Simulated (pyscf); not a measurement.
H₃Si–Te–Sb(Cl)–Cl (SMILES [SiH3][Te][Sb]([Cl])[Cl]), singlet

Gas-phase minimum from PySCF at ωB97X-D3(BJ)/def2-SVP, one conformer. 

```
Si
H 1 1.4825
H 1 1.4839 2 112.08
H 1 1.4893 2 110.94 3 -122.91
Te 1 2.4912 2 108.92 4 -114.41
Sb 5 2.6907 1 93.24 2 -38.37
Cl 6 2.3633 5 98.55 1 60.07
Cl 6 2.3677 7 95.15 2 51.27
```
Charge 0, spin multiplicity 1.

Properties at ωB97X-D3(BJ)/def2-SVP:

```
Item                                                                                                                                                                                                            Value
---------------------------------------------------------------------------------------------------------------------  ----------------------------------------------------------------------------------------------
Harmonic wavenumbers, unscaled                                                                                         58, 97, 109, 121, 141, 181, 222, 358, 373, 383, 572, 581, 893, 943, 961, 2266, 2292, 2311 cm⁻¹
Zero-point energy                                                                                                                                                                                       18.4 kcal/mol
Rotational symmetry number                                                                                                                                                                                          1
Entropy of this conformer at 298 K and 1 atm, rigid rotor and harmonic oscillator, modes under 100 cm⁻¹ raised to 100                                                                                 417.4 J/(mol K)
Dipole moment                                                                                                                                                                                                  1.83 D
```

Single-point totals, which compare only within one level:

```
level                   total energy (hartree)
----------------------  ----------------------
ωB97X-D3(BJ)/def2-TZVP             -1720.36665
PBE/def2-TZVP                      -1719.60605
r²SCAN/def2-TZVP                   -1720.25822
B3LYP-D3(BJ)/def2-TZVP             -1720.39036
PBE0-D3(BJ)/def2-TZVP              -1719.74983
M06-2X/def2-TZVP                   -1719.92357
ωB97M-D3(BJ)/def2-TZVP             -1720.39839
```

Soft torsions are taken as harmonic, which can shift the entropy by several J/(mol K). Elements past Kr carry the def2 core potentials, without spin-orbit coupling.
